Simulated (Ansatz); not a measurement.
Species: SiHCl, charge 1, doublet. SiHCl+ (parent SMILES [SiH]Cl, doublet).
B3LYP-D3(BJ)/def2-TZVP minimum from Ansatz (an electronic-structure program):
```
Si
H 1 1.5065
Cl 1 1.9651 2 115.71
```
Charge +1, spin multiplicity 2.

Total energies in aug-cc-pV(D+d)Z, 11 correlated electrons, 10 frozen orbitals. Open shells are spin-unrestricted; no spin-orbit coupling. Cores are frozen in correlated methods. No relativity. The spin of HClSi+ (parent SMILES [SiH]Cl, doublet) was assumed, and the state is the lowest solution found for it.

```json
[
 {"method": "HF", "program": "Ansatz", "energy (Eh)": "-748.71949", "minus CCSDT(Q) (mEh)": "246.08"},
 {"method": "MP2", "program": "Ansatz", "energy (Eh)": "-748.92821", "minus CCSDT(Q) (mEh)": "37.36"},
 {"method": "CCSD", "program": "Ansatz", "energy (Eh)": "-748.95548", "minus CCSDT(Q) (mEh)": "10.09"},
 {"method": "CCSD(T)", "program": "Ansatz", "energy (Eh)": "-748.96382", "minus CCSDT(Q) (mEh)": "1.74"},
 {"method": "CCSDT(Q)", "program": "Ansatz", "energy (Eh)": "-748.96557", "minus CCSDT(Q) (mEh)": "0.00"}
]
```

Rough core times of Ansatz's runs on a shared machine: CCSD(T) under 20 s, CCSDT(Q) 2 min.
